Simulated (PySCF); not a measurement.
**From computed data to an observable: oscillator strength and radiative lifetime**

C4H9O, SMILES CC(CC)=[OH+], charge +1.

Coordinates come from a PBE0-D3(BJ)/def2-SVP optimisation. The isomer is the one that the SMILES or the coordinates give; other isomers of the formula were not compared. The values are those of a single conformer.

PySCF with TDA-ωB97X/def2-SVPD puts the first singlet state with f over 0.02 at 7.69 eV (vertical), with the transition dipole (0.777, -0.024, 0.098) in atomic units.

### Question
Find the oscillator strength, the wavelength and the radiative lifetime that this transition would have in vacuum if emission retraced absorption.

### Answer

|μ|² = 0.6139 au, so |μ| = 1.99 D. ΔE = 7.69/27.211 = 0.2826 hartree. f = (2/3) ΔE |μ|² = 0.116 (the program prints 0.116).
λ = 1239.84/7.69 = 161 nm; ν = 62024 cm⁻¹.
Einstein's coefficient A = 0.6670 ν² f s⁻¹ (ν in cm⁻¹) = 3.0e8 s⁻¹, so τ = 1/A = 3.4 ns. This state is S3; the lower singlets have f = 0.006, 0.003. The figure is the radiative limit of this one transition; relaxation, internal conversion, crossing to triplets and a medium change what is measured.
